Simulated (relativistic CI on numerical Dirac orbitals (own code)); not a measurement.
# Ni⁴⁺: resonant inelastic scattering at the M2,3 edge

Computed with this model: Dirac-Coulomb-Breit CI, KLI orbitals optimised for each configuration, QED by a radiative potential, valence Slater integrals scaled by 0.8, Kramers-Heisenberg scattering through one core-hole configuration in a parametric crystal field; configurations [Ar] 3d6 → [Ne] 3s2 3p5 3d7; 300 K; core-hole width 1.2 eV; summed over polarisations. Incident energies are the highest absorption maxima for each field (at most a few, so the weaker spin-orbit partner edge can be absent), on the computed scale of the free ion. Intensities are in per cent of the strongest line above 0.02 eV; levels within 1 cm⁻¹ are merged; final levels count from the ground level, the first row holds all elastic scattering, lines under 0.4 are left out and each table stops after 24 rows. The scale of the Slater integrals is a model choice and moves the terms in proportion.

Field parameters in Wybourne normalisation: Oh B⁴₀ = 21Dq, B⁴₄ = √(5/14) B⁴₀. The field is a parameter set, without covalency.

S is read from ⟨S²⟩ = S(S + 1).

Oh, 10Dq = 5000 cm⁻¹:

```csv
Final level (eV),Degeneracy,Irrep,S,68.4 eV,73.5 eV
0.000,3,T2,2.00,79.3,324.2
0.042,2,E,2.00,5.3,43.2
0.048,3,T1,2.00,5.7,65.4
0.100,1,A1,2.00,1.3,27.3
0.119,3,T1,2.00,3.2,92.1
0.131,3,T2,2.00,3.6,100.0
0.704,1,A2,2.00,5.5,11.7
0.708,3,T2,2.00,10.5,59.4
0.711,2,E,2.00,5.3,42.2
0.717,3,T1,2.00,5.5,77.0
0.721,1,A1,2.00,1.1,26.2
2.523,2,E,1.00,0.2,0.6
2.534,3,T2,1.00,0.4,0.9
2.839,3,T2,1.00,0.5,0.1
3.052,3,T1,0.99,0.5,0.2
3.072,3,T2,1.00,0.5,0.2
3.403,2,E,1.00,0.1,0.9
3.409,3,T2,1.00,0.1,1.3
3.527,3,T2,1.00,0.5,0.1
3.567,3,T1,1.00,0.1,0.7
3.763,3,T2,0.99,3.7,1.1
3.808,3,T1,0.99,0.5,0.3
3.832,1,A2,1.00,0.8,0.0
3.868,2,E,0.99,0.6,0.4
```

Oh, 10Dq = 11300 cm⁻¹:

| Final level (eV) | Degeneracy | Irrep | S | 69 eV | 73.2 eV | 74.5 eV |
| --- | --- | --- | --- | --- | --- | --- |
| 0.000 | 3 | T2 | 2.00 | 77.3 | 378.5 | 167.1 |
| 0.045 | 2 | E | 2.00 | 4.0 | 58.5 | 17.8 |
| 0.050 | 3 | T1 | 2.00 | 3.8 | 95.6 | 27.4 |
| 0.109 | 1 | A1 | 1.99 | 1.5 | 22.7 | 8.4 |
| 0.121 | 3 | T1 | 2.00 | 4.2 | 93.0 | 24.0 |
| 0.128 | 3 | T2 | 2.00 | 5.2 | 99.2 | 25.2 |
| 1.481 | 1 | A2 | 2.00 | 5.7 | 14.0 | 14.4 |
| 1.481 | 3 | T2 | 2.00 | 12.5 | 42.0 | 68.2 |
| 1.481 | 2 | E | 2.00 | 7.0 | 23.3 | 56.5 |
| 1.482 | 3 | T1 | 2.00 | 6.2 | 43.8 | 100.0 |
| 1.483 | 1 | A1 | 1.99 | 1.0 | 16.2 | 36.3 |
| 1.845 | 2 | E | 1.00 | 0.3 | 1.0 | 0.3 |
| 1.855 | 3 | T2 | 1.00 | 0.4 | 1.6 | 0.8 |
| 1.943 | 3 | T1 | 1.01 | 0.3 | 0.5 | 0.2 |
| 2.486 | 3 | T2 | 1.00 | 0.8 | 0.1 | 0.2 |
| 3.007 | 3 | T1 | 0.81 | 0.2 | 0.5 | 0.2 |
| 3.587 | 2 | E | 1.00 | 0.0 | 0.9 | 0.4 |
| 3.594 | 3 | T2 | 1.00 | 0.1 | 1.2 | 0.6 |
| 3.671 | 3 | T1 | 1.00 | 0.2 | 0.7 | 0.3 |
| 4.158 | 3 | T2 | 0.48 | 0.5 | 0.4 | 0.1 |
| 4.226 | 2 | E | 0.95 | 0.3 | 0.6 | 0.2 |
| 4.251 | 3 | T2 | 0.77 | 1.2 | 1.0 | 0.2 |
| 4.262 | 1 | A2 | 1.00 | 0.4 | 0.2 | 0.0 |
| 4.265 | 3 | T1 | 1.00 | 0.9 | 1.1 | 0.4 |

For the first field the strongest loss at the lowest incident energy is the level at 0.71 eV (S = 2.00, against 2.00 in the thermal ground state).
